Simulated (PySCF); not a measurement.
**H4TcN: from structure and modes to constants**

Method: PBE0 in PySCF with Tc def2-TZVP with ECP28, N def2-TZVP, H def2-TZVP; scalar-relativistic core potentials, no spin–orbit coupling; density-fitted integrals.

The singlet minimum has C1 symmetry. Masses (u): Tc 98.90722, N 14.00307, H 1.00782.

```xyz
6
charge 0 multiplicity 1, angstrom
Tc    0.0347    0.1445    0.0989
N    -0.1793   -1.2390   -0.6371
H    -0.6555   -0.0031    1.6215
H     1.0324    1.0670   -1.0398
H     0.1485    1.2338   -1.2381
H    -1.4342    0.7535   -0.1797
```

Harmonic wavenumbers (cm⁻¹): 470.2 (a, ×1), 595.3 (a, ×1), 620.5 (a, ×1), 719.6 (a, ×1), 757.2 (a, ×1), 984.4 (a, ×1), 1034.3 (a, ×1), 1238.6 (a, ×1), 1857.6 (a, ×1), 1939.4 (a, ×1), 2104.5 (a, ×1), 2405.8 (a, ×1).

Q: Find the principal moments of inertia and the rotational constants. What kind of rotor is it?

A: About the centre of mass I = 10.967, 34.986, 39.96 u Å². With B = 16.8576/I this gives 1.537, 0.4818, 0.4219 cm⁻¹. The molecule is an asymmetric top with κ = -0.89.

Q: What is the harmonic zero-point energy?

A: Half the sum of all 12 wavenumbers, 14727/2 = 7364 cm⁻¹, which is 88.1 kJ/mol (1 cm⁻¹ = 0.0119627 kJ/mol).

Q: Find the vibrational entropy and heat capacity at 298.15 K.

A: With u = 1.43878 ω/T, each mode gives S = R[u/(eᵘ−1) − ln(1−e⁻ᵘ)] and C = R u² eᵘ/(eᵘ−1)².
| ω (cm⁻¹) | u | S (J/(mol K)) | C (J/(mol K)) |
| --- | --- | --- | --- |
| 470.2 | 2.269 | 3.08 | 5.51 |
| 595.3 | 2.873 | 1.92 | 4.36 |
| 620.5 | 2.994 | 1.74 | 4.14 |
| 719.6 | 3.472 | 1.19 | 3.31 |
| 757.2 | 3.654 | 1.03 | 3.03 |
| 984.4 | 4.750 | 0.42 | 1.65 |
| 1034.3 | 4.991 | 0.34 | 1.43 |
| 1238.6 | 5.977 | 0.15 | 0.76 |
| 1857.6 | 8.964 | 0.01 | 0.09 |
| 1939.4 | 9.359 | 0.01 | 0.06 |
| 2104.5 | 10.155 | 0.00 | 0.03 |
| 2405.8 | 11.609 | 0.00 | 0.01 |
The sums over all modes are S = 9.9 and C = 24.4 J/(mol K); the softest mode gives 31 % of the entropy.

Stability towards spin polarisation was not tested. Other isomers or separated fragments may lie lower.
